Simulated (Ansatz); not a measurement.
SnH3(NHMe) (CH₇NSn), 10 atoms. Hardware: 4 threads of Arm Neoverse N1 on a shared host.

In the def2 sets Sn takes a core potential; there is no spin–orbit coupling.

(1) How many basis functions does each of these Ansatz runs have, and roughly what does it cost? PBE-D4/def2-TZVPD, charge 0 singlet, energy, from earlier orbitals; PBE0-D4/def2-SVP, charge 0 singlet, energy with a search over starts; r2SCAN-D4/def2-TZVP, charge 0 singlet, energy, from earlier orbitals; PBE-D4/def2-TZVPD, charge -1 doublet at the geometry of the charge 0 singlet, energy, from earlier orbitals; PBE with 10 % exact exchange/def2-TZVP, charge 0 singlet, energy, from earlier orbitals; ωB97X-V/def2-TZVP, charge 0 singlet, energy, from earlier orbitals; r2SCAN-D4/def2-TZVP, charge 1 doublet at the geometry of the charge 0 singlet, energy, from earlier orbitals; PBE with 35 % exact exchange/def2-TZVP, charge 0 singlet, energy, from earlier orbitals; PBE with 5 % exact exchange/def2-TZVP, charge 0 singlet, energy, from earlier orbitals; PBE0-D4/def2-TZVP, charge 0 singlet, energy, from earlier orbitals; HSE06-D4/def2-TZVP, charge 0 singlet, energy, from earlier orbitals; PBE-D4/def2-TZVP, charge 0 triplet at the geometry of the charge 0 singlet, energy, from earlier orbitals.

Results:

(1) Other jobs shared the machine, so times can vary by a factor of up to 3. A dash marks memory too small to be measured apart from the calling script's.

```csv
run,functions,fitting or Cholesky vectors,wall time,peak host memory (GiB)
"PBE0-D4/def2-SVP, charge 0 singlet, energy with a search over starts",89,1090,1.5 s,–
"PBE with 35 % exact exchange/def2-TZVP, charge 0 singlet, energy, from earlier orbitals",154,1135,2 s,–
"PBE with 5 % exact exchange/def2-TZVP, charge 0 singlet, energy, from earlier orbitals",154,1031,2.1 s,–
"PBE with 10 % exact exchange/def2-TZVP, charge 0 singlet, energy, from earlier orbitals",154,1046,2.1 s,–
"PBE0-D4/def2-TZVP, charge 0 singlet, energy, from earlier orbitals",154,1104,2.1 s,–
"PBE-D4/def2-TZVPD, charge 0 singlet, energy, from earlier orbitals",193,1114,2.4 s,–
"HSE06-D4/def2-TZVP, charge 0 singlet, energy, from earlier orbitals",154,1104,2.4 s,–
"PBE-D4/def2-TZVP, charge 0 triplet at the geometry of the charge 0 singlet, energy, from earlier orbitals",154,1031,3.1 s,–
"r2SCAN-D4/def2-TZVP, charge 0 singlet, energy, from earlier orbitals",154,1031,3.4 s,–
"r2SCAN-D4/def2-TZVP, charge 1 doublet at the geometry of the charge 0 singlet, energy, from earlier orbitals",154,1031,6.5 s,–
"ωB97X-V/def2-TZVP, charge 0 singlet, energy, from earlier orbitals",154,1075,7 s,–
"PBE-D4/def2-TZVPD, charge -1 doublet at the geometry of the charge 0 singlet, energy, from earlier orbitals",193,1114,12 s,–
```
